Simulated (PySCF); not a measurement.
CBr₂Cl₂, SMILES BrC(Br)(Cl)Cl. Atoms are numbered in the order given.

```xyz
5

Cl     0.0000     1.4411    -1.4102
C      0.0000     0.0000    -0.3983
Cl     0.0000    -1.4411    -1.4102
Br    -1.5721     0.0000     0.7191
Br     1.5721     0.0000     0.7191
```

Geometry optimised at ωB97X-D3(BJ)/def2-SVP.

The numbers are results of PySCF with PBE/def2-TZVP, not measurements.

The molecule is in vacuum.

```yaml
total_energy: -6105.64483 hartree
point_group: C2v
highest_occupied_level: -7.03 eV
lowest_empty_level: -3.05 eV
orbital_gap: 3.98 eV
dipole_moment: 0.03 D
quadrupole, principal values (traceless, Buckingham form, about the centre of nuclear charge): -0.64, 0.01, 0.63 D·Å
mean_static_polarisability: 76.9 bohr³ (11.40 Å³)
polarisability_principal_values: 71.6, 76.4, 82.8 bohr³
```
